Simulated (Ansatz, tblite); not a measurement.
Cage-BeO: gap (eV) at several levels, gas phase, relaxed structures; Ansatz, xTB through tblite. The structures are stationary points that may keep the symmetry of their start.

```csv
species,state,geometry,GFN1-xTB,GFN2-xTB,PBE-D4/def2-SVP,B3LYP-D4/6-31G,PBE0-D4/def2-SVP,PBE0-D4/def2-TZVP
"(BeO)8 cage of four- and six-membered rings, n = 8, cage 1",singlet,PBE0-D4/def2-SVP,3.31,3.59,5.31,7.21,7.76,7.27
"(BeO)9 cage of four- and six-membered rings, n = 9, cage 1",singlet,PBE-D4/def2-SVP,3.43,3.71,5.41,7.28,7.85,7.39
"(BeO)10 cage of four- and six-membered rings, n = 10, cage 1",singlet,PBE-D4/def2-SVP,2.50,2.46,4.89,6.75,7.38,6.98
"(BeO)10 cage of four- and six-membered rings, n = 10, cage 2",singlet,PBE-D4/def2-SVP,3.35,3.54,5.26,7.14,7.70,7.22
"(BeO)11 cage of four- and six-membered rings, n = 11, cage 1",singlet,r2SCAN-D4/def2-SVP,3.67,3.83,5.39,7.33,7.82,7.33
```

Over the 5 species that have every level, the mean is 3.25 at GFN1-xTB, 3.42 at GFN2-xTB, 5.25 at PBE-D4/def2-SVP, 7.14 at B3LYP-D4/6-31G, 7.70 at PBE0-D4/def2-SVP, 7.24 at PBE0-D4/def2-TZVP. Orbital gaps grow with the share of exact exchange and aren't one observable across functionals.
